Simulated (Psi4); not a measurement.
C5H6, charge -1, doublet (typed; the unrestricted solution is spin-contaminated), geometry from GFN2-xTB (a state made from the parent by changing its charge; the spin is typed, not shown lowest) (a gas-phase anion, which may not be bound at this level); CCSD(T)/STO-3G (Psi4 1.11).

Input for Psi4:
```
memory 2 GB

molecule mol {
-1 2
C    -0.990146    0.717108   -0.179866
C     0.333254    1.144200   -0.138353
C     1.229357   -0.030008    0.099822
C     0.250729   -1.158455    0.185771
C    -1.039772   -0.667558    0.015041
H    -1.850240    1.361268   -0.339157
H     0.697339    2.157593   -0.255533
H     1.859936    0.078021    1.027840
H     1.995329   -0.172127   -0.714799
H     0.541602   -2.187835    0.356133
H    -1.944494   -1.268640    0.031031
}

set {
  basis sto-3g
  reference uhf
  freeze_core true
  mp2_type conv
  scf_type pk
  puream true
  d_convergence 1e-8
}

energy('ccsd(t)')
print_variables()
```

Output, abridged:

```
   => Loading Basis Set <=

    Name: STO-3G
    Role: ORBITAL
    Keyword: BASIS

         ---------------------------------------------------------
                                   SCF
               by Justin Turney, Rob Parrish, Andy Simmonett
                          and Daniel G. A. Smith
                              UHF Reference
         ---------------------------------------------------------

  ==> Geometry <==

    Molecular point group: c1
    Full point group: C1

    Geometry (in Angstrom), charge = -1, multiplicity = 2:

       Center              X                  Y                   Z               Mass
    ------------   -----------------  -----------------  -----------------  -----------------
         C           -0.970625104850     0.716631433105    -0.178281076829    12.000000000000
         C            0.352774895150     1.143723433105    -0.136768076829    12.000000000000
         C            1.248877895150    -0.030484566895     0.101406923171    12.000000000000
         C            0.270249895150    -1.158931566895     0.187355923171    12.000000000000
         C           -1.020251104850    -0.668034566895     0.016625923171    12.000000000000
         H           -1.830719104850     1.360791433105    -0.337572076829     1.007825032230
         H            0.716859895150     2.157116433105    -0.253948076829     1.007825032230
         H            1.879456895150     0.077544433105     1.029424923171     1.007825032230
         H            2.014849895150    -0.172603566895    -0.713214076829     1.007825032230
         H            0.561122895150    -2.188311566895     0.357717923171     1.007825032230
         H           -1.924973104850    -1.269116566895     0.032615923171     1.007825032230

  Running in c1 symmetry.

  Rotational constants: A =      0.28535  B =      0.27013  C =      0.14245 [cm^-1]
  Rotational constants: A =   8554.59870  B =   8098.36640  C =   4270.57353 [MHz]
  Nuclear repulsion =  156.185313025168881

  Charge       = -1
  Multiplicity = 2
  Electrons    = 37
  Nalpha       = 19
  Nbeta        = 18

  ==> Algorithm <==

  SCF Algorithm Type is PK.
  DIIS enabled.
  MOM disabled.
  Fractional occupation disabled.
  Guess Type is SAD.
  Energy threshold   = 1.00e-08
  Density threshold  = 1.00e-08
  Integral threshold = 1.00e-12

  ==> Primary Basis <==

  Basis Set: STO-3G
    Blend: STO-3G
    Number of shells: 21
    Number of basis functions: 31
    Number of Cartesian functions: 31
[...]
  @UHF Final Energy:  -190.24646540178693
    Total Energy =                       -190.2464654017869350
[...]
      6   6   4   5        -0.0526371860
     10  10   2   3        -0.0368360852
      6  12   0   0        -0.0343686498
     10  12   8   0         0.0281713297

    SCF energy       (wfn)                    = -190.246465401786935
    Reference energy (file100)                = -190.246465401786708

    Opposite-spin MP2 correlation energy      =   -0.203049102804407
    Same-spin MP2 correlation energy          =   -0.043151202825082
    Singles MP2 correlation energy            =   -0.000000000000000
    MP2 correlation energy                    =   -0.246200305629488
      * MP2 total energy                      = -190.492665707416194

    Opposite-spin CCSD correlation energy     =   -0.278257810518032
    Same-spin CCSD correlation energy         =   -0.040304147436554
    Singles CCSD correlation energy           =   -0.000000000000000
    CCSD correlation energy                   =   -0.318561957954586
      * CCSD total energy                     = -190.565027359741293

            **************************
            *                        *
            *        CCTRIPLES       *
            *                        *
            **************************

    Wave function   =    CCSD_T
    Reference wfn   =      UHF

    Nuclear Rep. energy (wfn)                =  156.185313025168881
    SCF energy          (wfn)                = -190.246465401786935
    Reference energy    (file100)            = -190.246465401786708
    CCSD energy         (file100)            =   -0.318561957954586
    Total CCSD energy   (file100)            = -190.565027359741293

    Number of ijk index combinations:
    Spin Case AAA:                                 364
    Spin Case BBB:                                 286
    Spin Case AAB:                                1183
    Spin Case ABB:                                1092
    AAA (T) energy                             =   -0.000094328625606
    BBB (T) energy                             =   -0.000082293796669
    AAB (T) energy                             =   -0.002518718307163
    ABB (T) energy                             =   -0.003026221250061
    (T) energy                                   =   -0.005721561979499
      * CCSD(T) total energy                     = -190.570748921720792

  Variable Map:
  ----------------------------------------------------------------------------
[...]
  Array Variable Map:
  ----------------------------------------------------------------------------
[...]
[...]
```
